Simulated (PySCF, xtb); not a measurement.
CH4BrClOSi, SMILES C[Si](O)(Cl)Br. The values are those of a single conformer.

Harmonic wavenumbers (cm⁻¹) from GFN2-xTB run with xtb at its own minimum, in rising order: 79, 121, 133, 182, 197, 226, 250, 379, 494, 734, 783, 836, 839, 935, 1381, 1465, 1466, 3039, 3045, 3049, 3634.

Problem. What does PBE0-D3(BJ)/def2-SVP (PySCF) give at its own minimum? (The exact figures need the calculation; the answer reports its results.)

Solution. 139, 144, 152, 212, 221, 264, 303, 412, 549, 741, 772, 804, 847, 950, 1272, 1418, 1420, 3069, 3181, 3189, 3926. Paired by order, the mean absolute difference is 58 cm⁻¹ and the zero-point energies are 33.3 and 34.3 kcal/mol.
